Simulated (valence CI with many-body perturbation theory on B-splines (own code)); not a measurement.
# Missing levels of Os⁶¹⁺

Level of theory: relativistic CI+MBPT: five valence electrons over a frozen Dirac-Fock core [Ne], a basis of 11 s, 11 p, 10 d, 8 f, 5 g, 2 h functions for each j, with the one-electron correlation potential Σ1, the two-electron term Σ2, the three-electron term Σ3, Breit, model QED; selected CI, second order for the rest, scaled by the run's own slope (own B-spline code, finite nucleus).

The last digits are not significant, and no measured levels were compared; by estimate large intervals hold to a few tenths of a per cent, small ones and those within an open d or f shell to about a per cent. Among the levels kept, up to 3100 cm⁻¹ of a level comes from second order outside the variational space, and about a tenth of that is noise between levels of different J, which matters for small intervals.

| Level | E (eV) |
| --- | --- |
| (3s^2 3p1/2^2 3p3/2) J=3/2 | 0.00 |
| (3s^2 3p1/2^2 3d3/2) J=3/2 | 237.69 |
| (3s^2 3p1/2^2 3d5/2) J=5/2 | ? |
| (3s^2 3p1/2 3p3/2^2) J=3/2 | ? |
| (3s^2 3p1/2 3p3/2^2) J=5/2 | 401.59 |
| (3s^2 3p1/2 3p3/2^2) J=1/2 | ? |
| (3s 3p1/2^2 3p3/2^2) J=5/2 | ? |
| (3s 3p1/2^2 3p3/2^2) J=3/2 | 601.96 |
| (3s 3p1/2^2 3p3/2^2) J=1/2 | 604.33 |
| (3s^2 3p1/2 3p3/2 3d3/2) J=5/2 [a] | 624.37 |
| (3s^2 3p1/2 3p3/2 3d3/2) J=1/2 [a] | 627.85 |
| (3s^2 3p1/2 3p3/2 3d3/2) J=3/2 [a] | ? |
| (3s^2 3p1/2 3p3/2 3d3/2) J=7/2 | 637.08 |
| (3s^2 3p1/2 3p3/2 3d3/2) J=5/2 [b] | 667.95 |
| (3s^2 3p1/2 3p3/2 3d3/2) J=1/2 [b] | 678.83 |
| (3s^2 3p1/2 3p3/2 3d3/2) J=3/2 [b] | ? |
| (3s^2 3p1/2 3p3/2 3d5/2) J=7/2 [a] | 716.67 |
| (3s^2 3p1/2 3p3/2 3d5/2) J=3/2 [a] | 729.90 |
| (3s^2 3p1/2 3p3/2 3d5/2) J=9/2 | 730.00 |
| (3s^2 3p1/2 3p3/2 3d5/2) J=5/2 [a] | 733.49 |

Levels are named by their leading jj configuration (3d3/2^4 stands for four electrons in 3d with j = 3/2), which in mixed levels can hold well under half, so a name can repeat and another be missing. Letters in brackets count levels of one name in rising energy.

Q: The levels stand in rising order. What does the calculation give for the missing energies?

A: (3s^2 3p1/2^2 3d5/2) J=5/2 343.52; (3s^2 3p1/2 3p3/2^2) J=3/2 389.46; (3s^2 3p1/2 3p3/2^2) J=1/2 417.52; (3s 3p1/2^2 3p3/2^2) J=5/2 571.54; (3s^2 3p1/2 3p3/2 3d3/2) J=3/2 [a] 628.21; (3s^2 3p1/2 3p3/2 3d3/2) J=3/2 [b] 679.79.
